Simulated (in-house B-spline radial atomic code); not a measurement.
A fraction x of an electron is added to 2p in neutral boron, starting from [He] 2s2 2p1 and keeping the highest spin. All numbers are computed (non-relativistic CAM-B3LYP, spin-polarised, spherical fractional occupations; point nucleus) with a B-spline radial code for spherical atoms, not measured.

Caution: exact exchange at fractional occupations of open shells leaves self-interaction of up to several eV.

```json
{"x": "0", "E(x) - E(0) (eV)": "0.0000", "2p up level (eV)": "-3.387"}
{"x": "0.1", "E(x) - E(0) (eV)": "-0.3083", "2p up level (eV)": "-2.783"}
{"x": "0.2", "E(x) - E(0) (eV)": "?", "2p up level (eV)": "?"}
{"x": "0.3", "E(x) - E(0) (eV)": "-0.7507", "2p up level (eV)": "-1.662"}
{"x": "0.4", "E(x) - E(0) (eV)": "?", "2p up level (eV)": "?"}
{"x": "0.5", "E(x) - E(0) (eV)": "-0.9820", "2p up level (eV)": "-0.677"}
{"x": "0.6", "E(x) - E(0) (eV)": "-1.0279", "2p up level (eV)": "-0.250"}
```

What belongs in the row x = 0.2?

An energy change of -0.5575 eV; 2p up at -2.207 eV.

What belongs in the row x = 0.4?

An energy change of -0.8910 eV; 2p up at -1.150 eV.
